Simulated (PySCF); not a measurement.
C₅H₁₀Se.
Structure used (PBE0-D3(BJ)/def2-SVP), in Å, numbered top down from 1:
```
atom  x, y, z in Å
C1     2.3076   -0.6600   -0.0609
C2     0.9372   -0.2641    0.4627
C3     0.1593    0.6142   -0.5275
C4    -1.1981    0.9778   -0.0021
C5    -2.3015    0.0269   -0.3279
Se6   -1.4532    2.4228    0.9835
H7     2.9229    0.2273   -0.2778
H8     2.2310   -1.2453   -0.9909
H9     2.8523   -1.2714    0.6739
H10    1.0344    0.2922    1.4090
H11    0.3489   -1.1679    0.6957
H12    0.0527    0.0691   -1.4826
H13    0.7395    1.5286   -0.7214
H14   -3.2259    0.2574    0.2146
H15   -1.9927   -1.0114   -0.1152
H16   -2.5050    0.0676   -1.4131
```

The closed-shell ground state was solved at several levels (PySCF, density fitting, gas phase). Relativistic effects, spin–orbit coupling among them, are left out although an element past zinc is present.

| level | basis functions | total energy (Eh) | HOMO (eV) | LUMO (eV) | gap (eV) | dipole (D) |
| --- | --- | --- | --- | --- | --- | --- |
| HF/pcSseg-1 | 176 | -2594.6682 | -8.45 | 1.56 | 10.01 | 3.30 |
| PBE0/pcSseg-1 | 176 | -2597.2793 | -5.94 | -2.10 | 3.84 | 2.82 |
| B3LYP/pcJ-1 (pcSseg-1 on Se) | 276 | -2597.8948 | -5.66 | -2.24 | 3.42 | 2.69 |

Task: Estimate the row for wB97X-D/def2-SVPD, a basis of 221 functions; the other rows only guide the guess.

Result: Total energy -2597.6610 Eh, HOMO -7.83 eV, LUMO -0.44 eV, gap 7.39 eV, dipole 3.01 D.

Task: Over all these levels, which gives the widest orbital gap and which the narrowest?

Result: HF/pcSseg-1 (Hartree–Fock, all exact exchange) has the widest, 10.01 eV, and B3LYP/pcJ-1 (pcSseg-1 on Se) (global hybrid, 20 % exact exchange) the narrowest, 3.42 eV. Functional and basis both differ between the two, so the spread mixes both effects. The HOMO need not be the same orbital at Hartree–Fock and at DFT levels.

Task: How far do the dipole and the HOMO energy spread over the levels?

Result: The dipole runs from 2.69 to 3.30 D (mean 2.96 D) and the HOMO from -8.45 to -5.66 eV.

One conformer stands for the species.

The pairwise dispersion term of wB97X-D wasn't added to the energies; at a given geometry it leaves orbitals and properties as they are.
